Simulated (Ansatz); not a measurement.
# Worked example: the enthalpy of CH2I2 + C2H3I → CHI3 + C2H4

Gas-phase species: CH2I2 `ICI`, singlet; C2H3I (vinyl iodide) `C=CI`, singlet; CHI3 (iodoform) `IC(I)I`, singlet; C2H4 (ethylene) `C=C`, singlet. The partners trade H for I; both sit on C, so the bond types are kept.

Shapes, held fixed at every level: PBE0-D4/def2-TZVP. Programs: Ansatz 0.2.0. The zero-point and thermal terms to 298 K, harmonic and unscaled (PBE0-D4/def2-TZVP), stand in the table.

At CCSD/def2-SVP; 1 Eh = 2625.50 kJ/mol:

| species | energy (Eh) | H(298 K) − E (kJ/mol) | tabulated ΔfH (kJ/mol) |
| --- | --- | --- | --- |
| CH2I2 | -632.696731 | 84.7 | +119.5 |
| C2H3I | -374.458947 | 122.0 | +130.6 |
| CHI3 | -928.862213 | 61.4 | +251.0 |
| C2H4 | -78.281756 | 144.6 | +52.6 |

Problem. Work out the reaction enthalpy at 298 K from the calculation and from the table of heats.

Solution. 
1. Electronic: (-928.862213) + (-78.281756) − [(-632.696731) + (-374.458947)] = 0.011709 Eh = +30.7 kJ/mol.
2. Zero-point and thermal: (61.4) + (144.6) − [(84.7) + (122.0)] = -0.7 kJ/mol.
3. Computed ΔH = +30.0 kJ/mol.
4. From the heats of formation (Active Thermochemical Tables, CRC Handbook of Chemistry and Physics): (251.0) + (52.6) − [(119.5) + (130.6)] = +53.5 kJ/mol.
5. Computed less tabulated: -23.5 kJ/mol. Tabulated heats carry uncertainties of their own. The tabulated values of CH2I2, CHI3 are in doubt (older tables, estimates, or at odds with other calculations) and kept here.

For atoms past krypton def2 sets carry core potentials with scalar relativity. Outer-core shells of I are correlated, in sets that cover them unevenly.
